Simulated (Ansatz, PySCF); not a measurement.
F2S. Atoms are numbered in the order given.

```xyz
3

F      0.0000    -1.2150    -0.4910
S      0.0000     0.0000     0.5524
F      0.0000     1.2150    -0.4910
```
Charge 0, spin multiplicity 1.

The structure is a stationary point at r2SCAN-D4/def2-TZVP.

Vertical ionisation energy (IE) and electron affinity (EA) in eV. Rows of orbital energies are one-electron estimates. Where ΔSCF, EOM or ADC give a negative EA the extra electron is unbound and the value depends on the basis.

```
level                                                                    IE     EA
--------------------------------------------------------------------  -----  -----
−ε(HOMO), −ε(LUMO), r2SCAN/def2-TZVPD (PySCF)                          6.12   2.76
−ε(HOMO), −ε(LUMO), PBE/def2-TZVPD (PySCF)                             5.85   3.02
ADC(2)/aug-cc-pVDZ (PySCF)                                             9.68  -0.62
ΔSCF, PBE0/def2-TZVPD (Ansatz), final states of multiplicity 2 and 2  10.21  -0.19
ΔSCF, PBE/def2-TZVPD (Ansatz), final states of multiplicity 2 and 2    9.95  -0.12
```

**Question.** What vertical singlet–triplet gap does ΔSCF give with PBE0/def2-TZVPD (Ansatz, a quantum-chemistry and plane-wave program) and with PBE/def2-TZVPD (Ansatz)? (Estimate from the structure and the level; the computed values follow.)

**Answer.** 2.47 and 2.37 eV (triplet above singlet where positive).

**Question.** Beyond the first one, list the lowest photoelectron lines from ADC(2)/aug-cc-pVDZ (PySCF) with their pole strengths (two spins summed). (The exact figures need the calculation; the answer reports its results.)

**Answer.** 14.13 eV (1.71), 14.19 eV (1.76), 14.46 eV (1.70), 16.12 eV (1.72), 16.81 eV (1.74).
